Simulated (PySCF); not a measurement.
BBr₃, charge -1, doublet, at a GFN2-xTB geometry (a state made from the parent by changing its charge; the spin is typed, not shown lowest) (in this run its highest filled SCF level lies above zero, so its values depend strongly on the basis, on diffuse functions most of all); M062X/STO-3G (PySCF).

PySCF was given this input:
```python
from pyscf import gto, scf, dft

mol = gto.M(
    atom='''
B     0.02149908   -0.02457271   -0.04758981
Br   -1.60547699   -1.16290569   -0.12149488
Br    0.01555139    1.76890099   -0.90300304
Br    1.58685430   -0.60248491    1.03129646
''',
    basis='sto-3g',
    charge=-1,
    spin=1,
    verbose=4,
)

mf = dft.UKS(mol)
mf.xc = 'm062x'
mf.kernel()
mf.analyze()
```

Output, abridged:

```
PySCF version 2.14.0

[INPUT] verbose = 4
[INPUT] num. atoms = 4
[INPUT] num. electrons = 111
[INPUT] charge = -1
[INPUT] spin (= nelec alpha-beta = 2S) = 1
[INPUT] symmetry False subgroup None
[INPUT] Mole.unit = angstrom
[INPUT] Symbol           X                Y                Z      unit          X                Y                Z       unit  Magmom
[...]
nuclear repulsion = 705.133606609206
number of shells = 27
number of NR pGTOs = 177
number of NR cGTOs = 59
basis = sto-3g
ecp = {}

******** <class 'pyscf.dft.uks.UKS'> ********
method = UKS
initial guess = minao
damping factor = 0
level_shift factor = 0
DIIS = <class 'pyscf.scf.diis.CDIIS'>
diis_start_cycle = 1
diis_space = 8
diis_damp = 0
SCF conv_tol = 1e-09
SCF conv_tol_grad = None
SCF max_cycles = 50
direct_scf = True
direct_scf_tol = 1e-13
number electrons alpha = 56  beta = 55
XC library pyscf.dft.libxc version 7.1.2
    S. Lehtola, C. Steigemann, M. J. T. Oliveira, and M. A. L. Marques,  SoftwareX 7, 1–5 (2018)
XC functionals = m062x
    Y. Zhao and D. G. Truhlar,  Theor. Chem. Acc. 120, 215 (2008)
    Y. Zhao and D. G. Truhlar,  Theor. Chem. Acc. 120, 215 (2008)
radial grids:
    Treutler-Ahlrichs [JCP 102, 346 (1995); DOI:10.1063/1.469408] (M4) radial grids

becke partition: Becke, JCP 88, 2547 (1988); DOI:10.1063/1.454033
pruning grids: <function nwchem_prune>
grids dens level: 3
symmetrized grids: False
atomic radii adjust function: <function treutler_atomic_radii_adjust>
small_rho_cutoff = 0
Set gradient conv threshold to 3.16228e-05
tot grids = 75320
init E= -7652.03028622419

cycle= 1 E= -7662.55626785064  delta_E= -10.5  |g|= 0.25  |ddm|= 2.14
cycle= 2 E= -7662.61040955107  delta_E= -0.0541  |g|= 0.197  |ddm|=  1.2
cycle= 3 E= -7662.6465174902  delta_E= -0.0361  |g|= 0.034  |ddm|= 0.395
cycle= 4 E= -7662.65236853598  delta_E= -0.00585  |g|= 0.0177  |ddm|= 0.328
cycle= 5 E= -7662.65405642175  delta_E= -0.00169  |g|= 0.00593  |ddm|= 0.203
cycle= 6 E= -7662.65422080292  delta_E= -0.000164  |g|= 0.000634  |ddm|= 0.0679
cycle= 7 E= -7662.65422260036  delta_E= -1.8e-06  |g|= 0.000136  |ddm|= 0.00744
cycle= 8 E= -7662.65422264694  delta_E= -4.66e-08  |g|= 2.9e-05  |ddm|= 0.000703
cycle= 9 E= -7662.65422264904  delta_E= -2.1e-09  |g|= 6.54e-06  |ddm|= 0.000257
cycle= 10 E= -7662.65422264909  delta_E= -4.73e-11  |g|= 7.18e-07  |ddm|= 3.08e-05
Extra cycle  E= -7662.65422264909  delta_E= -5.46e-12  |g|= 3.34e-07  |ddm|= 4.51e-06
converged SCF energy = -7662.65422264909  <S^2> = 0.75901273  2S+1 = 2.0089925
**** SCF Summaries ****
Total Energy =                       -7662.654222649094663
Nuclear Repulsion Energy =             705.133606609206026
One-electron Energy =               -12156.315496589129907
Two-electron Energy =                 3788.527667330828535
Two-electron Coulomb Energy =         4069.134349427064990
DFT Exchange-Correlation Energy =     -280.606682096236284
**** MO energy ****
                             alpha | beta                alpha | beta
[...]
To work with the spin densities directly, `use mulliken_meta_spin()` only printing them here.

 ** Mulliken spin pop alpha/beta on meta-lowdin orthogonal AOs **
 ** Mulliken Spin Density (per AO)  **
spin_pop of  0 B 1s        0.00003
spin_pop of  0 B 2s        0.07683
spin_pop of  0 B 2px       0.15374
spin_pop of  0 B 2py       0.18954
spin_pop of  0 B 2pz       0.60808
spin_pop of  1 Br 1s       -0.00000
spin_pop of  1 Br 2s        0.00000
spin_pop of  1 Br 3s       -0.00008
spin_pop of  1 Br 4s       -0.00053
spin_pop of  1 Br 2px      -0.00000
spin_pop of  1 Br 2py      -0.00000
spin_pop of  1 Br 2pz       0.00000
spin_pop of  1 Br 3px      -0.00002
spin_pop of  1 Br 3py      -0.00001
spin_pop of  1 Br 3pz       0.00004
spin_pop of  1 Br 4px      -0.02458
spin_pop of  1 Br 4py      -0.01010
spin_pop of  1 Br 4pz       0.02582
spin_pop of  1 Br 3dxy      0.00000
spin_pop of  1 Br 3dyz      0.00001
spin_pop of  1 Br 3dz^2     0.00000
spin_pop of  1 Br 3dxz      0.00002
spin_pop of  1 Br 3dx2-y2    0.00002
spin_pop of  2 Br 1s       -0.00000
spin_pop of  2 Br 2s        0.00000
spin_pop of  2 Br 3s       -0.00008
spin_pop of  2 Br 4s       -0.00052
spin_pop of  2 Br 2px       0.00000
spin_pop of  2 Br 2py      -0.00000
spin_pop of  2 Br 2pz       0.00000
spin_pop of  2 Br 3px       0.00001
spin_pop of  2 Br 3py      -0.00003
spin_pop of  2 Br 3pz       0.00002
spin_pop of  2 Br 4px       0.00432
spin_pop of  2 Br 4py      -0.02901
spin_pop of  2 Br 4pz       0.01588
spin_pop of  2 Br 3dxy      0.00001
spin_pop of  2 Br 3dyz      0.00002
spin_pop of  2 Br 3dz^2     0.00002
spin_pop of  2 Br 3dxz      0.00000
spin_pop of  2 Br 3dx2-y2    0.00001
spin_pop of  3 Br 1s       -0.00000
spin_pop of  3 Br 2s        0.00000
spin_pop of  3 Br 3s       -0.00008
spin_pop of  3 Br 4s       -0.00053
spin_pop of  3 Br 2px      -0.00000
spin_pop of  3 Br 2py       0.00000
spin_pop of  3 Br 2pz       0.00000
spin_pop of  3 Br 3px      -0.00003
spin_pop of  3 Br 3py       0.00000
spin_pop of  3 Br 3pz       0.00003
spin_pop of  3 Br 4px      -0.02531
spin_pop of  3 Br 4py       0.00156
spin_pop of  3 Br 4pz       0.01484
spin_pop of  3 Br 3dxy      0.00001
spin_pop of  3 Br 3dyz      0.00000
spin_pop of  3 Br 3dz^2     0.00003
spin_pop of  3 Br 3dxz      0.00001
spin_pop of  3 Br 3dx2-y2    0.00000
 ** Mulliken Spin Density (per atom)  **
spin density of  0 B =      1.02822
spin density of  1 Br =     -0.00941
spin density of  2 Br =     -0.00935
spin density of  3 Br =     -0.00946
 ** Mulliken pop alpha/beta on meta-lowdin orthogonal AOs **
 ** Mulliken pop       alpha | beta **
In total            56.00000 | 55.00000
 ** Mulliken atomic charges   ( Nelec_alpha | Nelec_beta ) **
charge of  0B =     -0.26834  (     3.14828      2.12006 )
charge of  1Br =     -0.24395  (    17.61727     17.62668 )
charge of  2Br =     -0.24376  (    17.61721     17.62655 )
charge of  3Br =     -0.24395  (    17.61724     17.62671 )

WARN: System has nonzero charge -1; the dipole moment is origin-dependent.
Location of origin: [0. 0. 0.]

Dipole moment(X, Y, Z, Debye): -0.04751,  0.05544,  0.10485
```
